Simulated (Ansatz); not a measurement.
Computed with Ansatz on PBE0-D4/def2-TZVP structures; ΔE is electronic, products minus reactants. CCSD(T)/CBS adds triple-zeta CCSD(T) − MP2 to the extrapolated MP2 energy (def2 sets, frozen cores). This one scheme is used for every species. DFT in def2-TZVPP. B3LYP here is the variant with VWN-RPA as its local correlation; programs differ in this. For Ge outer-core shells are correlated without core-valence functions, which leaves a few kJ/mol of doubt a bond. Scalar relativity is left out up to krypton. Each species was taken in one conformer, which may not be the lowest.

Reaction (ligand exchange at a B–S bond): `CB[S][GeH3]` + `BS` → `BSBC` + `[SH][GeH3]`

`CB[S][GeH3]`:

Cartesian coordinates in Å:
```
C 0.814 0.844 -1.928
B 0.076 0.322 -0.659
S 0.990 -0.494 0.642
Ge -0.658 -0.949 2.081
H 0.371 0.390 -2.823
H 1.890 0.664 -1.943
H 0.638 1.921 -2.035
H -1.109 0.461 -0.539
H -1.678 -1.874 1.405
H -1.326 0.362 2.516
H -0.009 -1.648 3.283
```

`BS`:

```xyz
5

B    -0.379   -0.167   -0.405
S     0.257    0.941    0.812
H    -1.376    0.185   -0.956
H     0.163   -1.198   -0.651
H     1.336    0.239    1.200
```

`BSBC`:

Z-matrix (Å, degrees):
```
C
B 1 1.552
H 1 1.097 2 109.5
H 1 1.097 2 109.0 3 -114.1
H 1 1.091 2 115.5 3 123.3
S 2 1.815 1 120.6 3 -124.7
H 2 1.195 1 122.0 3 55.5
B 6 1.789 2 103.7 1 -179.7
H 8 1.191 6 120.3 2 -0.0
H 8 1.192 6 117.2 2 179.9
```

`[SH][GeH3]`:

Z-matrix (Å, degrees):
```
Ge
S 1 2.224
H 1 1.536 2 110.4
H 1 1.533 2 104.8 3 119.2
H 1 1.536 2 110.4 3 -121.7
H 2 1.343 1 94.6 3 60.6
```

(1) Is it downhill or uphill in electronic energy at CCSD(T)/CBS, and by how much? (Estimate.)

(2) What do these levels give: PBE-D4, B3LYP-D4, r2SCAN, MP2/def2-TZVPP, HF/CBS(def2), CCSD/CBS(def2)? (An estimate is asked.)

Largest T1 diagnostic among the species: 0.015.

## Answers

(1) Computed: Uphill: ΔE = +25.9 kJ/mol.

(2) The calculation gave: PBE-D4 31.0, B3LYP-D4 27.6, r2SCAN 29.1, MP2/def2-TZVPP 27.4, HF/CBS(def2) 15.9, CCSD/CBS(def2) 23.9 kJ/mol.

From PBE to PBE0 (25 % exact exchange), in def2-TZVPP and without D4, ΔE moves by −3.1 kJ/mol. In def2-TZVPP, CCSD(T) changes the Hartree–Fock value by +10.6 kJ/mol (the triples alone add +2.0 kJ/mol) and MP2 by +10.1 kJ/mol.
